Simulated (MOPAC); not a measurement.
MOPAC input (AM1):

```
AM1 1SCF UHF MS=0.5 GEO-OK AUX(PRECISION=9) THREADS=1
H3Cl2Si2

Si   -2.13123200 1   -0.14210100 1    0.06557200 1
Si    0.12864000 1    0.06269900 1   -0.58938900 1
Cl    1.15973400 1   -1.62466300 1    0.04475000 1
Cl    0.94610100 1    1.72220200 1    0.35416100 1
H    -2.22692500 1   -0.28427000 1    1.53733300 1
H    -2.84496600 1    1.07481600 1   -0.38119600 1
H    -2.69101200 1   -1.33708700 1   -0.60417200 1
```

Output:

```
 *******************************************************************************
 **                                                                           **
 **                              MOPAC v23.2.5                                **
 **                                                                           **
 *******************************************************************************
 ** MOPAC's Digital Object Identifier: https://doi.org/10.5281/zenodo.6511958 **
 **                                                                           **
 ** Please cite the open-source release paper for use of this MOPAC version:  **
 ** J. E. Moussa and J. J. P. Stewart (2026)                                  **
 ** MOPAC: An open-source semiempirical molecular orbital program             **
 ** J. Open Source Softw., 11(119), 8025, https://doi.org/10.21105/joss.08025 **
 *******************************************************************************

                              AM1 CALCULATION RESULTS

 *******************************************************************************
 *  AM1        - The AM1 Hamiltonian to be used
 *  GEO-OK     - OVERRIDE INTERATOMIC DISTANCE AND OTHER SAFETY CHECKS
 *  UHF        - UNRESTRICTED HARTREE-FOCK CALCULATION
 *  MS=        - IN MECI, MAGNETIC COMPONENT OF SPIN =  0.5
 *  1SCF       - DO 1 SCF AND THEN STOP
 *  AUX        - OUTPUT AUXILIARY INFORMATION
 *******************************************************************************
AM1 1SCF UHF MS=0.5 GEO-OK AUX(PRECISION=9) THREADS=1
 H3Cl2Si2

   ATOM   CHEMICAL          X               Y               Z
  NUMBER   SYMBOL      (ANGSTROMS)     (ANGSTROMS)     (ANGSTROMS)

     1      Si         -2.13123200  *  -0.14210100  *   0.06557200  *
     2      Si          0.12864000  *   0.06269900  *  -0.58938900  *
     3      Cl          1.15973400  *  -1.62466300  *   0.04475000  *
     4      Cl          0.94610100  *   1.72220200  *   0.35416100  *
     5       H         -2.22692500  *  -0.28427000  *   1.53733300  *
     6       H         -2.84496600  *   1.07481600  *  -0.38119600  *
     7       H         -2.69101200  *  -1.33708700  *  -0.60417200  *

          CARTESIAN COORDINATES

    NO.       ATOM           X           Y           Z

     1        Si         -2.1312     -0.1421      0.0656
     2        Si          0.1286      0.0627     -0.5894
     3        Cl          1.1597     -1.6247      0.0447
     4        Cl          0.9461      1.7222      0.3542
     5         H         -2.2269     -0.2843      1.5373
     6         H         -2.8450      1.0748     -0.3812
     7         H         -2.6910     -1.3371     -0.6042

  H: (AM1): M.J.S. DEWAR ET AL, J. AM. CHEM. SOC. 107 3902-3909 (1985)
 Si: (AM1): M.J.S.DEWAR, C. JIE, ORGANOMETALLICS, 6, 1486-1490 (1987).
 Cl: (AM1): M.J.S. DEWAR AND E. G. ZOEBISCH, THEOCHEM, 180, 1 (1988).

           Empirical Formula: H3 Si2 Cl2  =     7 atoms

      MOLECULAR POINT GROUP   :   Cs

          UHF CALCULATION, NO. OF ALPHA ELECTRONS =   13
                           NO. OF BETA  ELECTRONS =   12

 -------------------------------------------------------------------------------
 AM1 1SCF UHF MS=0.5 GEO-OK AUX(PRECISION=9) THREADS=1
 H3Cl2Si2

     1SCF WAS SPECIFIED, SO BFGS WAS NOT USED
     SCF FIELD WAS ACHIEVED

                              AM1 CALCULATION
                                                       MOPAC v23.2.5 Linux

          FINAL HEAT OF FORMATION =        -56.44625 KCAL/MOL =    -236.17110 KJ/MOL

          COSMO AREA              =        149.57 SQUARE ANGSTROMS
          COSMO VOLUME            =        148.56 CUBIC ANGSTROMS

          IONIZATION POTENTIAL    =          9.509821 EV
          ALPHA SOMO LUMO (EV)    =         -9.510 -1.780
          BETA  SOMO LUMO (EV)    =        -10.684 -1.842
          NO. OF ALPHA ELECTRONS  =         13
          NO. OF BETA  ELECTRONS  =         12
          MOLECULAR WEIGHT        =        130.1007         POINT GROUP:  Cs

          MOLECULAR DIMENSIONS (Angstroms)

            Atom       Atom       Distance
            H     7   Cl     4     4.84832
            H     6   Cl     3     4.64627
            H     5   Si     2     2.52563

          SCF CALCULATIONS        =          1

   ATOM   CHEMICAL          X               Y               Z
  NUMBER   SYMBOL      (ANGSTROMS)     (ANGSTROMS)     (ANGSTROMS)

     1      Si         -2.13123200  *  -0.14210100  *   0.06557200  *
     2      Si          0.12864000  *   0.06269900  *  -0.58938900  *
     3      Cl          1.15973400  *  -1.62466300  *   0.04475000  *
     4      Cl          0.94610100  *   1.72220200  *   0.35416100  *
     5       H         -2.22692500  *  -0.28427000  *   1.53733300  *
     6       H         -2.84496600  *   1.07481600  *  -0.38119600  *
     7       H         -2.69101200  *  -1.33708700  *  -0.60417200  *

                             CARTESIAN COORDINATES

   1   Si       -2.131232000    -0.142101000     0.065572000
   2   Si        0.128640000     0.062699000    -0.589389000
   3   Cl        1.159734000    -1.624663000     0.044750000
   4   Cl        0.946101000     1.722202000     0.354161000
   5    H       -2.226925000    -0.284270000     1.537333000
   6    H       -2.844966000     1.074816000    -0.381196000
   7    H       -2.691012000    -1.337087000    -0.604172000

           Empirical Formula: H3 Si2 Cl2  =     7 atoms

      MOLECULAR POINT GROUP   :   Cs

          ALPHA EIGENVALUES
 -37.35658 -37.21230 -17.28400 -16.06541 -15.38962 -14.11894 -13.86670 -12.94776
 -12.71368 -12.56060 -12.44276 -11.01051  -9.50982  -1.77953  -1.37070  -0.82973
   1.12429   1.13471   1.77689

           BETA EIGENVALUES
 -37.31164 -37.16902 -16.98648 -16.01899 -15.26160 -13.84788 -13.34861 -12.80564
 -12.64915 -12.44011 -12.43437 -10.68422  -1.84241  -1.44266  -0.82873  -0.40494
   1.11468   1.13886   1.75009

              NET ATOMIC CHARGES AND DIPOLE CONTRIBUTIONS

  ATOM NO.   TYPE          CHARGE      No. of ELECS.   s-Pop       p-Pop
    1         Si           0.230611        3.7694     0.91557     2.85382
    2         Si           0.545027        3.4550     1.01174     2.44324
    3         Cl          -0.253377        7.2534     1.98038     5.27300
    4         Cl          -0.253377        7.2534     1.98038     5.27300
    5          H          -0.085360        1.0854     1.08536
    6          H          -0.091762        1.0918     1.09176
    7          H          -0.091763        1.0918     1.09176
 DIPOLE           X         Y         Z       TOTAL
 POINT-CHG.    -1.234     0.120    -2.152     2.483
 HYBRID         0.051    -0.089     0.998     1.003
 SUM           -1.183     0.031    -1.154     1.653

          ATOMIC ORBITAL ELECTRON POPULATIONS

     Atom    s        px        py        pz
    1 Si   0.91557   1.00945   0.91853   0.92584
    2 Si   1.01174   0.88912   0.65785   0.89627
    3 Cl   1.98038   1.81421   1.57882   1.87997
    4 Cl   1.98038   1.86745   1.58976   1.81579
    5  H   1.08536
    6  H   1.09176
    7  H   1.09176

                    (SZ)    =    0.500000
                    (S**2)  =    0.771654

          ATOMIC ORBITAL SPIN POPULATIONS

    Atom   Total    s     px     py     pz
         Atomic
    1 Si -0.1338 -0.028 -0.079 -0.010 -0.017
    2 Si  1.0641  0.309  0.106  0.045  0.605
    3 Cl  0.0163  0.001 -0.008 -0.025  0.049
    4 Cl  0.0163  0.001 -0.004 -0.026  0.046
    5  H  0.0199  0.020
    6  H  0.0086  0.009
    7  H  0.0086  0.009

 **********************
 *                    *
 * JOB ENDED NORMALLY *
 *                    *
 **********************

 == MOPAC DONE ==
```

The geometry given is a B3LYP-D3(BJ)/def2-TZVP minimum.
